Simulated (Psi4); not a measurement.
A dimer, C2H6Mg ··· CO (SMILES [CH3][Mg][CH3] and [C-]#[O+]); the first 9 atoms form monomer A.

```
11

Mg     0.0000     0.0001     0.0000
C      1.6038     0.2448    -1.3226
H      2.4180    -0.4538    -1.1073
H      2.0240     1.2537    -1.2695
H      1.3030     0.0766    -2.3611
C     -1.6039    -0.2447     1.3225
H     -2.2367    -1.0920     1.0416
H     -2.2463     0.6406     1.3504
H     -1.2618    -0.4252     2.3461
C     -1.5810     0.2331    -1.5780
O     -1.7943     1.3357    -1.6428
```

What interaction energy does SAPT0/jun-cc-pVDZ, frozen core in Psi4 give, and which attractive term is the largest?

Total 42.28 kJ/mol: electrostatics -33.29, exchange 133.56, induction -34.79, dispersion -23.20. The most attractive term is induction.
